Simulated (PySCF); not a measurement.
C$_{2}$H$_{4}$ClFOSi (SMILES C=C[Si](O)(F)Cl), singlet, at a GFN2-xTB geometry; DF-PBE/pcseg-0 run with PySCF.

Here is a job for PySCF.
```python
from pyscf import gto, scf, dft

mol = gto.Mole()
mol.atom = '''
    C    -2.314550    0.962142    0.979435
    C    -1.461408   -0.047288    0.894339
    Si    0.005896   -0.109208   -0.263337
    O    -0.100523    1.134681   -1.281832
    F    -0.050757   -1.460886   -1.148849
    Cl    1.782793   -0.178455    0.676155
    H    -2.211121    1.837902    0.361795
    H    -3.149237    0.951254    1.662447
    H    -1.607280   -0.906389    1.538132
    H     0.494353    1.261279   -2.018639
'''
mol.basis = 'pcseg-0'
mol.charge = 0
mol.spin = 0
mol.verbose = 4
mol.max_memory = 1800
mol.build()

mf = dft.RKS(mol)
mf.xc = 'pbe'
mf = mf.density_fit(auxbasis='def2-universal-jkfit')
mf.kernel()
```

What the program printed (banner, timings and long lists left out):

```
PySCF version 2.14.0

[INPUT] verbose = 4
[INPUT] num. atoms = 10
[INPUT] num. electrons = 64
[INPUT] charge = 0
[INPUT] spin (= nelec alpha-beta = 2S) = 0
[INPUT] symmetry False subgroup None
[INPUT] Mole.unit = angstrom
[INPUT] Symbol           X                Y                Z      unit          X                Y                Z       unit  Magmom
[INPUT]  1 C     -2.314550000000   0.962142000000   0.979435000000 AA   -4.373865601612   1.818184872941   1.850863906813 Bohr   0.0
[INPUT]  2 C     -1.461408000000  -0.047288000000   0.894339000000 AA   -2.761660876248  -0.089361368978   1.690055772517 Bohr   0.0
[INPUT]  3 Si     0.005896000000  -0.109208000000  -0.263337000000 AA    0.011141825230  -0.206373210612  -0.497634808465 Bohr   0.0
[INPUT]  4 O     -0.100523000000   1.134681000000  -1.281832000000 AA   -0.189960939220   2.144236328748  -2.422311417703 Bohr   0.0
[INPUT]  5 F     -0.050757000000  -1.460886000000  -1.148849000000 AA   -0.095916828905  -2.760674439211  -2.171009968480 Bohr   0.0
[INPUT]  6 Cl     1.782793000000  -0.178455000000   0.676155000000 AA    3.368990506792  -0.337231075559   1.277747767755 Bohr   0.0
[INPUT]  7 H     -2.211121000000   1.837902000000   0.361795000000 AA   -4.178413118274   3.473131423790   0.683693463237 Bohr   0.0
[INPUT]  8 H     -3.149237000000   0.951254000000   1.662447000000 AA   -5.951195431347   1.797609534897   3.141569526605 Bohr   0.0
[INPUT]  9 H     -1.607280000000  -0.906389000000   1.538132000000 AA   -3.037319005491  -1.712826972318   2.906648223430 Bohr   0.0
[INPUT] 10 H      0.494353000000   1.261279000000  -2.018639000000 AA    0.934191778857   2.383471876665  -3.814674854366 Bohr   0.0

nuclear repulsion = 373.386650551834
number of shells = 16
number of NR pGTOs = 126
number of NR cGTOs = 70
basis = pcseg-0
ecp = {}

******** <class 'pyscf.df.df_jk.DFRKS'> ********
method = DFRKS
initial guess = minao
damping factor = 0
level_shift factor = 0
DIIS = <class 'pyscf.scf.diis.CDIIS'>
diis_start_cycle = 1
diis_space = 8
diis_damp = 0
SCF conv_tol = 1e-09
SCF conv_tol_grad = None
SCF max_cycles = 50
direct_scf = False
XC library pyscf.dft.libxc version 7.1.2
    S. Lehtola, C. Steigemann, M. J. T. Oliveira, and M. A. L. Marques,  SoftwareX 7, 1–5 (2018)
XC functionals = pbe
    J. P. Perdew, K. Burke, and M. Ernzerhof,  Phys. Rev. Lett. 77, 3865 (1996)
    J. P. Perdew, K. Burke, and M. Ernzerhof,  Phys. Rev. Lett. 78, 1396 (1997)
    J. P. Perdew, K. Burke, and M. Ernzerhof,  Phys. Rev. Lett. 77, 3865 (1996)
    J. P. Perdew, K. Burke, and M. Ernzerhof,  Phys. Rev. Lett. 78, 1396 (1997)
radial grids:
    Treutler-Ahlrichs [JCP 102, 346 (1995); DOI:10.1063/1.469408] (M4) radial grids

becke partition: Becke, JCP 88, 2547 (1988); DOI:10.1063/1.454033
pruning grids: <function nwchem_prune>
grids dens level: 3
symmetrized grids: False
atomic radii adjust function: <function treutler_atomic_radii_adjust>
small_rho_cutoff = 0
Set gradient conv threshold to 3.16228e-05
Initial guess from minao.
tot grids = 133872
init E= -1001.80509254286
  HOMO = -0.334807490177316  LUMO = -0.11570788574991  gap/eV = 5.96200
cycle= 1 E= -1001.13367052596  delta_E= 0.671  |g|= 0.884  |ddm|= 3.47
  HOMO = -0.168315782332359  LUMO = -0.0259094538199922  gap/eV = 3.87507
cycle= 2 E= -1000.80823224613  delta_E= 0.325  |g|=  1.6  |ddm|= 2.96
  HOMO = -0.258293698941676  LUMO = -0.051804892917233  gap/eV = 5.61885
cycle= 3 E= -1001.27927515035  delta_E= -0.471  |g|= 0.216  |ddm|= 2.04
  HOMO = -0.272796372853389  LUMO = -0.0619933815574634  gap/eV = 5.73624
cycle= 4 E= -1001.29059219017  delta_E= -0.0113  |g|= 0.0574  |ddm|= 0.346
  HOMO = -0.273179127582577  LUMO = -0.0632463022400538  gap/eV = 5.71256
cycle= 5 E= -1001.29088474569  delta_E= -0.000293  |g|= 0.0378  |ddm|= 0.0775
  HOMO = -0.272074053719216  LUMO = -0.062023549595595  gap/eV = 5.71577
cycle= 6 E= -1001.29121447166  delta_E= -0.00033  |g|= 0.00787  |ddm|= 0.0443
  HOMO = -0.271826950210638  LUMO = -0.0618663410139486  gap/eV = 5.71332
cycle= 7 E= -1001.29122902307  delta_E= -1.46e-05  |g|= 0.00414  |ddm|= 0.0114
  HOMO = -0.271877867881605  LUMO = -0.0618526528383307  gap/eV = 5.71508
cycle= 8 E= -1001.29123272425  delta_E= -3.7e-06  |g|= 0.000403  |ddm|= 0.00447
  HOMO = -0.271892150218821  LUMO = -0.0618677839735235  gap/eV = 5.71505
cycle= 9 E= -1001.29123275857  delta_E= -3.43e-08  |g|= 8.26e-05  |ddm|= 0.000594
  HOMO = -0.271896082787799  LUMO = -0.0618715329487991  gap/eV = 5.71506
cycle= 10 E= -1001.29123276024  delta_E= -1.66e-09  |g|= 1.95e-05  |ddm|= 0.000147
  HOMO = -0.271892599091561  LUMO = -0.0618679665470767  gap/eV = 5.71506
cycle= 11 E= -1001.29123276031  delta_E= -6.96e-11  |g|= 1.34e-05  |ddm|= 5.02e-05
  HOMO = -0.271895840362057  LUMO = -0.0618713021818007  gap/eV = 5.71506
Extra cycle  E= -1001.29123276025  delta_E= 5.28e-11  |g|= 2.02e-05  |ddm|= 4.77e-05
converged SCF energy = -1001.29123276025
```
